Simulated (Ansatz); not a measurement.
`C[O][Zr]([NH2])([O]C)[O]C` at its PBE0-D4/def2-TZVP geometry, where that method's forces vanish. The species carries charge 0 and has multiplicity 1. Zr: def2 effective core potential.

```xyz
19

C     0.6675    2.7844    1.4284
O     0.7063    1.5150    0.8733
Zr    0.4302   -0.1971    0.0323
N     2.2747   -1.0656   -0.1945
O    -0.4057    0.0848   -1.6865
C    -0.7547    0.1656   -3.0240
O    -0.6545   -1.4205    1.0528
C    -1.6200   -2.1512    1.7272
H     0.1123    2.7826    2.3736
H     0.1835    3.4959    0.7490
H     1.6821    3.1450    1.6325
H     2.4618   -2.0584   -0.2125
H     3.1503   -0.5730   -0.3007
H    -0.9261    1.2077   -3.3190
H     0.0363   -0.2432   -3.6643
H    -1.6754   -0.3967   -3.2203
H    -1.9786   -1.6080    2.6092
H    -1.2097   -3.1101    2.0639
H    -2.4803   -2.3574    1.0796
```

(1) What forces (eV/Å) does PBE-D4/def2-TZVPP give on these atoms in the Gaussian-basis code of Ansatz? (Best estimate.)

## Answers

(1) The calculation gave: 
```
C1  -0.017  0.159  0.069
O2   0.084 -0.142 -0.050
Zr3  0.035 -0.016  0.017
N4  -0.146  0.069  0.024
O5  -0.028  0.023  0.164
C6  -0.043  0.009 -0.168
O7   0.161  0.024 -0.058
C8  -0.129 -0.083  0.083
H9  -0.119  0.026  0.215
H10 -0.103  0.180 -0.136
H11  0.219  0.100  0.054
H12  0.086 -0.343 -0.011
H13  0.316  0.154 -0.041
H14 -0.046  0.226 -0.090
H15  0.166 -0.088 -0.164
H16 -0.207 -0.118 -0.069
H17 -0.096  0.100  0.204
H18  0.072 -0.220  0.085
H19 -0.205 -0.061 -0.126
```
